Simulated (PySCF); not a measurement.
These are PySCF 2.14.0 with PBE-D3(BJ)/def2-TZVP // PBE0-D3(BJ)/def2-TZVP values and carry that method's errors. Isolated molecules, 0 K electronic values unless said otherwise. One relaxed conformer stands for a flexible species; it need not be the lowest. 

Reference species (SMILES): `C(O)(=C)C[SiH3]` (C–C–O–H torsion 0°, O–C–C–Si torsion -69°) (neutral, multiplicity 1).

```
Property         Result
-------------  --------
HOMO           -5.41 eV
HOMO–LUMO gap   5.04 eV
```

Changed species: `OC/C=C/[SiH3]` (H–O–C–C torsion 58°, O–C–C–C torsion -126°).

Give the shifts of the HOMO and HOMO–LUMO gap.

the HOMO falls by 0.96 eV, to -6.37 eV; the HOMO–LUMO gap decreases by 0.28 eV, to 4.76 eV.
